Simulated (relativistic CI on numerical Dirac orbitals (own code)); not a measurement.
**Ir IV: what numerical and physical settings do to a radial Dirac CI calculation**

Reference input:

```
atom Ir  Z=77  charge=3  electrons=74
nucleus A=193  rms_radius_fm=5.4032
hamiltonian dirac-coulomb  breit=on  qed=on  c_scale=1
orbitals kli  potential=per-configuration
slater_scale 1
correlation none
mixing on
grid step=0.0125 r_max=64.9
scf mixing=0.4 start=green max_iterations=150 tolerance=2e-08 node_fill=0.05
configurations
  [Xe] 4f14 5d6
  [Xe] 4f14 5d5 6s
end
```

Computed lowest total energy -17811.68742 Ha, first excitation 5075.7 cm⁻¹, 25 SCF steps. Runs with settings changed; * marks those that are bad on purpose (the QED terms keep the true α when c is scaled):

| Changed | Outcome | Lowest level | ΔE (Ha) | First excitation (cm⁻¹) | SCF steps | Message |
| --- | --- | --- | --- | --- | --- | --- |
| QED terms off | converged | 5d6 5D_4 | -13.5 | 5056.1 | 25 |  |
| Breit term off, start potential previous, node fill of the KLI weights 0 | converged | 5d6 5D_4 | -19.8 | 5164.4 | 21 |  |
| SCF mixing 0.05 | converged | 5d6 5D_4 | 5.09e-09 | 5075.7 | 34 |  |
| end of the grid at 194.7 bohr | converged | 5d6 5D_4 | -7.28e-12 | 5075.7 | 25 |  |
| end of the grid at 16.23 bohr * | converged | 5d6 5D_4 | 1.46e-11 | 5075.7 | 25 |  |
| speed of light × 0.4 * | not converged |  |  |  | 1 | SCF of 1s2 2s2 2p6 3s2 3p6 3d10 4s2 4p6 4d10 4f14 5s2 5p6 5d6 stopped: an orbital could not be found |

With so few configurations and no correlation, terms lie too far apart (by 10 to 50 % near neutrality), their order can be wrong, and levels of other configurations are missing.
